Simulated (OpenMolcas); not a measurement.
Ni4+ among 2 point charges of -1 e arranged as a linear pair (D∞h).

```
Program             : OpenMolcas 26.06
Method              : SS-CASPT2, IPEA 0.25 Eh, imaginary shift 0.1 Eh (closed shells correlated: 3s 3p)
Basis               : ANO-RCC-VDZP [5s4p2d1f]
Scalar Hamiltonian  : DKH2, point nucleus
Active space        : 6 electrons in 5 orbitals (3d)
State averaging     : 2S+1 = 5 even, 5 roots; 2S+1 = 3 even, 45 roots; 2S+1 = 1 even, 50 roots
Spin-orbit coupling : state interaction with AMFI integrals over the reference wave functions
```

All point charges move together. At R = 1.99 Å the first state of the same spin is 3250 cm-1, and at R = 2.16 Å it is 2590 cm-1.

A third run gives 3910 cm-1. What distance was it run at?

With a power law R^-n the two known points give n = -ln(2590 / 3250) / ln(2.16 / 1.99) = 2.77. Then R = 1.99 × (3250 / 3910)^(1/2.77) = 1.862 Å. The run was at 1.86 Å, so the estimate is off by +0.002 Å.

Roots that are degenerate in the reference are averaged as groups; the widest CASPT2 spread within a group is 15 cm-1 (the 2-fold group of multiplicity 1 near 110000 cm-1 above the lowest state of its run, R = 1.86). Shifts and gaps below about the spread of the groups concerned are not significant. Point charges give a weaker field than real ligands, and real ions of this kind are often low spin; the high spin found here belongs to the model. Free-ion shares, where given, are those of the reference states; single-state CASPT2 does not remix them. The ground term spreads over less than 5000 cm-1, several times less than with real ligands, so orbital moments are less quenched and χT lies further from the spin-only value than at real sites (holds for R = 2.16). Point charges carry no covalency, so the field is a model and not that of real ligands. No measured value stands beside these numbers.
